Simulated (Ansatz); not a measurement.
The Se4–H5 bond of BH3Se (SMILES B[SeH]) is stretched (multiplicity 1, the rest rigid).
Geometry at rest (charge 0, multiplicity 1):
| atom | x (Å) | y (Å) | z (Å) |
|---|---|---|---|
| B | 0.4501 | -0.0398 | -1.5025 |
| H | -0.2892 | -0.5600 | -2.2704 |
| H | 1.4866 | 0.4372 | -1.8194 |
| Se | -0.1317 | -0.0109 | 0.3152 |
| H | 1.0302 | 0.6917 | 0.8871 |

Cores are frozen in the correlated methods. Filled d and f shells under p-block atoms count as core.

Programs: Ansatz (a first-principles code). Each number belongs to the level named beside it.

FIC-MRCISD+Q on CASSCF(4,3)/cc-pVTZ, total energies (hartree):

```
R (Å)        CASSCF        MRCISD  weight c² of the reference
-----  ------------  ------------  --------------------------
1.473  -2426.350241  -2426.607509                     0.89902
2.578  -2426.258774  -2426.506129                     0.89755
4.715  -2426.237989  -2426.482437                     0.89803
```

Add the Davidson correction (E_MRCISD − E_CASSCF)(1 − c²)/c² and give the energies above the first point at the three levels.


Corrections (hartree): -0.028896, -0.028234, -0.027758. Above the first point (kcal/mol):
- R = 2.578 Å: CASSCF 57.4, MRCISD 63.6, with the correction 64.0
- R = 4.715 Å: CASSCF 70.4, MRCISD 78.5, with the correction 79.2

Doubts at one or more of the structures used: active orbitals that take no part (FIC-MRCISD+Q on CASSCF(4,3)/cc-pVTZ).
